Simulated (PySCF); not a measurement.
Ionisation energy of Cu²⁺ by level of theory

Cu²⁺ [Ar] 3d9 (2D) → Cu³⁺ [Ar] 3d8 (3F), as a difference of total energies. Computed with PySCF 2.14 in def2-TZVPPD (6s6p4d2f1g, 67 functions), with no relativity, point nucleus. Correlated levels: valence and next inner shell: [Ne] frozen. The calculations carry no spin-orbit coupling.

| method | ionisation energy (eV) |
| --- | --- |
| UHF | 34.291 |
| MP2 (valence and next inner shell) | 37.501 |
| SCS-MP2 (valence and next inner shell) | 37.107 |
| CCSD (valence and next inner shell) | 36.686 |
| CCSD(T) (valence and next inner shell) | 36.771 |

Problem. How much does correlation contribute at CCSD(T) (valence and next inner shell)?

Solution. 36.771 − (34.291) = 2.480 eV, measured against UHF.

A first-order spin-orbit estimate (lowest level to lowest level, LS coupling) adds -0.066 eV.

These non-relativistic numbers lack the scalar-relativistic shift.

Errors of the correlated levels include the incompleteness of this basis and the frozen core.

For comparison: 36.841 ± 0.012 eV (measured; NIST Atomic Spectra Database, ionization energies).
